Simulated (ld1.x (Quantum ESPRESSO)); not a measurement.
## Which change was made? (Fe, TM)

iron, norm-conserving Troullier–Martins (Kleinman–Bylander form), made with ld1.x (Quantum ESPRESSO) 7.5 (PBEsol, scalar-relativistic). Core [Ne] 3s2, reference 3p6 3d6 4s2 4p0. Waves: 3p (bound): rc 0.90 bohr; 3d (bound): rc 1.80 bohr; 4s (bound): rc 2.05 bohr. Local part: the s channel. Core correction: none.

Cutoffs, loose and tight: the cutoffs (Ry, on a coarse ladder) from which the occupation-weighted sum of valence levels, in a spherical-Bessel basis at the reference potential, stays within 10 and 1 mRy of its value at 400 Ry. They do not see the model core or the augmentation charge, which bear on the density cutoff. Test errors are all-electron minus pseudo excitation energies from the reference, over the configurations 3p6 3d6 4s1 4p0; 3p6 3d6 4s0 4p0; 3p6 3d5 4s0 4p0; 3p6 3d5 4s2 4p0; 3p6 3d7 4s0 4p0; 3p6 3d4 4s0 4p0; 3p6 3d6 4s0 4p1; variants that change the core or the reference have their own tests.

The base gives: outcome: generated; cutoff, loose: 140 Ry; cutoff, tight: 230 Ry; bound ghosts: none; largest test error (meV): -1133.

Problem. After one change the result is: outcome: generated; cutoff, loose: 70 Ry; cutoff, tight: 120 Ry; bound ghosts: none; largest test error (meV): -1141. Which change was it?
A. all radii scaled by about 0.75 (s 1.54, p 0.68, d 1.36 bohr)
B. all radii scaled by about 1.16 (s 2.38, p 1.04, d 2.10 bohr)
C. all radii scaled by about 1.27 (s 2.60, p 1.14, d 2.28 bohr)

Solution. C. The others give: all radii scaled by about 0.75 (s 1.54, p 0.68, d 1.36 bohr) → outcome: generated; cutoff, loose: 230 Ry; cutoff, tight: 300 Ry; bound ghosts: none; largest test error (meV): -1042 | all radii scaled by about 1.16 (s 2.38, p 1.04, d 2.10 bohr) → outcome: generated; cutoff, loose: 100 Ry; cutoff, tight: 140 Ry; bound ghosts: none; largest test error (meV): -1130.
